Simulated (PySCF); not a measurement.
# Electronic structure of Tc⁻ (technetium, charge -1) at the UHF level

Configuration: [Kr] 4d6 5s2, high-spin 5D determinant. All numbers are calculated (PySCF 2.14, no relativity, point nucleus, in dyall-av2z (22s15p11d2f, 136 functions)).

```json
{
  "Total energy": "-4204.771071 hartree",
  "One-electron energy": "-5818.2859 hartree",
  "Hartree (Coulomb) energy": "1738.0882 hartree",
  "Exchange energy": "-124.5734 hartree",
  "Kinetic energy": "4204.78654 hartree",
  "⟨S²⟩": "6.4113",
  "⟨L²⟩": "6.029",
  "Sum of ⟨r⟩": "40.14 bohr",
  "Sum of ⟨r²⟩": "128.5 bohr²",
  "Traceless quadrupole moment −½Σ⟨3z² − r²⟩ along its main axis": "0.729 e·bohr²",
  "Density at the nucleus (Gaussians lack the cusp)": "55300 bohr⁻³",
  "Spin density at the nucleus": "1.14 bohr⁻³",
  "Langevin diamagnetic susceptibility": "-102 ×10⁻⁶ cm³/mol"
}
```

```json
{"shell": "1s β", "electrons": "1", "mean orbital energy (hartree)": "-757.75855", "spread (hartree)": "0", "rms radius, mean of both spins (bohr)": "0.0410"}
{"shell": "1s α", "electrons": "1", "mean orbital energy (hartree)": "-757.75790", "spread (hartree)": "0", "rms radius, mean of both spins (bohr)": "0.0410"}
{"shell": "2s α", "electrons": "1", "mean orbital energy (hartree)": "-108.79586", "spread (hartree)": "0", "rms radius, mean of both spins (bohr)": "0.167"}
{"shell": "2s β", "electrons": "1", "mean orbital energy (hartree)": "-108.76120", "spread (hartree)": "0", "rms radius, mean of both spins (bohr)": "0.167"}
{"shell": "2p α", "electrons": "3", "mean orbital energy (hartree)": "-100.13157", "spread (hartree)": "0.00841", "rms radius, mean of both spins (bohr)": "0.146"}
{"shell": "2p β", "electrons": "3", "mean orbital energy (hartree)": "-100.09953", "spread (hartree)": "0.00075", "rms radius, mean of both spins (bohr)": "0.146"}
{"shell": "3s α", "electrons": "1", "mean orbital energy (hartree)": "-19.84742", "spread (hartree)": "0", "rms radius, mean of both spins (bohr)": "0.454"}
{"shell": "3s β", "electrons": "1", "mean orbital energy (hartree)": "-19.83121", "spread (hartree)": "0", "rms radius, mean of both spins (bohr)": "0.454"}
{"shell": "3p α", "electrons": "3", "mean orbital energy (hartree)": "-16.41745", "spread (hartree)": "0.01714", "rms radius, mean of both spins (bohr)": "0.452"}
{"shell": "3p β", "electrons": "3", "mean orbital energy (hartree)": "-16.39850", "spread (hartree)": "0.01230", "rms radius, mean of both spins (bohr)": "0.452"}
{"shell": "3d α", "electrons": "5", "mean orbital energy (hartree)": "-10.17787", "spread (hartree)": "0.02048", "rms radius, mean of both spins (bohr)": "0.434"}
{"shell": "3d β", "electrons": "5", "mean orbital energy (hartree)": "-10.13115", "spread (hartree)": "0.03087", "rms radius, mean of both spins (bohr)": "0.434"}
{"shell": "4s α", "electrons": "1", "mean orbital energy (hartree)": "-2.97365", "spread (hartree)": "0", "rms radius, mean of both spins (bohr)": "1.17"}
{"shell": "4s β", "electrons": "1", "mean orbital energy (hartree)": "-2.76063", "spread (hartree)": "0", "rms radius, mean of both spins (bohr)": "1.17"}
{"shell": "4p α", "electrons": "3", "mean orbital energy (hartree)": "-1.90451", "spread (hartree)": "0.04810", "rms radius, mean of both spins (bohr)": "1.29"}
{"shell": "4p β", "electrons": "3", "mean orbital energy (hartree)": "-1.63245", "spread (hartree)": "0.03332", "rms radius, mean of both spins (bohr)": "1.29"}
{"shell": "4d α", "electrons": "5", "mean orbital energy (hartree)": "-0.25699", "spread (hartree)": "0.05719", "rms radius, mean of both spins (bohr)": "1.95"}
{"shell": "4d β", "electrons": "1", "mean orbital energy (hartree)": "-0.11911", "spread (hartree)": "0", "rms radius, mean of both spins (bohr)": "1.95"}
{"shell": "5s α", "electrons": "1", "mean orbital energy (hartree)": "-0.07420", "spread (hartree)": "0", "rms radius, mean of both spins (bohr)": "6.68"}
{"shell": "5s β", "electrons": "1", "mean orbital energy (hartree)": "0.00566", "spread (hartree)": "0", "rms radius, mean of both spins (bohr)": "6.68"}
```

A non-relativistic calculation at this Z misses sizeable relativistic shifts. ⟨S²⟩ = 6.41 against 6.00 shows spin contamination. At UHF the highest occupied level has a positive energy, so only the finite basis holds that electron.

Spin-orbit constants ζ (cm⁻¹) from the X2C one-electron operator on these orbitals (non-relativistic here): bare nucleus, nucleus screened by l(l+1)(2l+1)/3 electrons, and screened by the Breit-Pauli mean field of the electrons.

```tsv
shell	bare	screened nucleus	mean field
2p	575300	548500	535400
3p	95650	91200	88550
3d	15370	11800	11270
4p	12640	12060	11660
4d	1073	823.3	756.7
```

To first order the Landé constant is A = -189.2 cm⁻¹, so the lowest level has J = 4 and lies 0.0938 eV below the centre of the term. This holds in LS coupling only.
